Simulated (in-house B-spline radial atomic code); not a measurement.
Results of a calculation; reference values are marked as such.
## Softness against transferability: the 5p channel of In

In, [Kr] 4d10 5s2 5p1, non-relativistic PBE, spherical and spin-unpolarised, from an all-electron radial atomic-structure program (B-spline basis) (atomic units). The all-electron 5p level is ε = -0.095592 hartree, its outermost node lies just inside 1.18 bohr and its outer maximum at 2.88 bohr.

Troullier-Martins pseudo-orbitals are made for several radii. The cutoffs (hartree) are the plane-wave energies beyond which the orbital holds less than the named kinetic energy per electron. The phase error is the difference, pseudo minus all-electron, of arctan(R P'/P) at R = 3.9 bohr for all radii, half a hartree below and above the level.

```json
{"r_c (bohr)": "2.16", "V_l(0) (hartree)": "-1.00", "cutoff for 10 mEh": "0.98", "for 1 mEh": "4.15", "for 0.1 mEh": "11.9", "phase error at ε − 0.5 (mrad)": "-0.2", "at ε + 0.5 (mrad)": "-7.2"}
{"r_c (bohr)": "2.51", "V_l(0) (hartree)": "0.44", "cutoff for 10 mEh": "1.04", "for 1 mEh": "4.26", "for 0.1 mEh": "6.48", "phase error at ε − 0.5 (mrad)": "-0.2", "at ε + 0.5 (mrad)": "-5.2"}
{"r_c (bohr)": "2.88", "V_l(0) (hartree)": "0.07", "cutoff for 10 mEh": "0.98", "for 1 mEh": "3.7", "for 0.1 mEh": "5.64", "phase error at ε − 0.5 (mrad)": "-0.2", "at ε + 0.5 (mrad)": "-7.4"}
{"r_c (bohr)": "3.25", "V_l(0) (hartree)": "-0.30", "cutoff for 10 mEh": "0.98", "for 1 mEh": "2.78", "for 0.1 mEh": "4.62", "phase error at ε − 0.5 (mrad)": "-0.5", "at ε + 0.5 (mrad)": "-13.6"}
{"r_c (bohr)": "3.6", "V_l(0) (hartree)": "-0.50", "cutoff for 10 mEh": "0.98", "for 1 mEh": "1.48", "for 0.1 mEh": "3.7", "phase error at ε − 0.5 (mrad)": "-0.9", "at ε + 0.5 (mrad)": "-22.4"}
```

(1) Which radius needs the lowest cutoff for 0.1 mEh while both phase errors stay within 7.5 mrad?

(2) What does the larger radius buy, and what does it cost?

## Answers

(1) The radii within that limit are 2.16, 2.51, 2.88 bohr; of these r_c = 2.88 needs the least, 5.64 hartree, that is 11.3 Ry or 153 eV.

(2) From r_c = 2.16 to 3.6 bohr the cutoff for 1 mEh goes from 4.15 to 1.48 hartree, a factor of 2.80, against 2.78 for a pure 1/r_c² scaling, end to end; step by step it is 4.15, 4.26, 3.7, 2.78, 1.48, and for 0.1 mEh 11.9, 6.48, 5.64, 4.62, 3.7; the number of plane waves goes as the cutoff to the power 3/2, here a factor of 4.7. The larger of the two phase errors is least at r_c = 2.51 bohr, 5.2 mrad; it is 7.2 at the smallest radius and 22.4 at the largest. These errors test the reference atom alone. Large radii also let the cores of neighbours overlap, which an atom doesn't show.
